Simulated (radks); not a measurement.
Values are calculated unless marked as measured or tabulated.
Ti+, 21 electrons, occupied as [Ar] 3d2 4s1.

Level of theory: scalar-relativistic Kohn-Sham, exchange-only r2SCAN, spin-polarised, spherical densities, finite nucleus; open shells are filled with parallel spins first; meta-GGA in the generalised Kohn-Sham scheme; Fermi nuclear charge, rms radius 3.5921 fm (a radial shooting solver on a logarithmic mesh with Libxc functionals).

Energy parts (eV):
total: -23202.502
kinetic: 23419.595
electron-nucleus: -55049.415
Hartree: 9546.388
exchange: -1119.070

Orbitals (lengths in bohr, moments of r in powers of bohr):
[
 {"orbital": "1s up", "occ.": "1", "eigenvalue (eV)": "-4896.306", "<r^2>": "0.006517"},
 {"orbital": "1s down", "occ.": "1", "eigenvalue (eV)": "-4896.302", "<r^2>": "0.006517"},
 {"orbital": "2s up", "occ.": "1", "eigenvalue (eV)": "-551.5466", "<r^2>": "0.1242"},
 {"orbital": "2s down", "occ.": "1", "eigenvalue (eV)": "-550.7609", "<r^2>": "0.1239"},
 {"orbital": "2p up", "occ.": "3", "eigenvalue (eV)": "-455.9701", "<r^2>": "0.1036"},
 {"orbital": "2p down", "occ.": "3", "eigenvalue (eV)": "-455.3564", "<r^2>": "0.1032"},
 {"orbital": "3s up", "occ.": "1", "eigenvalue (eV)": "-72.8247", "<r^2>": "1.171"},
 {"orbital": "3s down", "occ.": "1", "eigenvalue (eV)": "-70.1049", "<r^2>": "1.171"},
 {"orbital": "3p up", "occ.": "3", "eigenvalue (eV)": "-47.7210", "<r^2>": "1.393"},
 {"orbital": "3p down", "occ.": "3", "eigenvalue (eV)": "-44.9395", "<r^2>": "1.379"},
 {"orbital": "3d up", "occ.": "2", "eigenvalue (eV)": "-11.1677", "<r^2>": "3.128"},
 {"orbital": "3d down", "occ.": "0", "eigenvalue (eV)": "-7.7634", "<r^2>": "2.891"},
 {"orbital": "4s up", "occ.": "1", "eigenvalue (eV)": "-10.7962", "<r^2>": "11.49"}
]

The highest occupied level is 4s up at -10.796 eV. The density falls to 0.001 e/bohr^3 at r = 4.22 bohr. Spin moment in Bohr magnetons: 3. The spin density at the nucleus is 3.723 e/bohr^3 (1s 0.097, 2s -0.723, 3s 0.224, 4s 4.125).
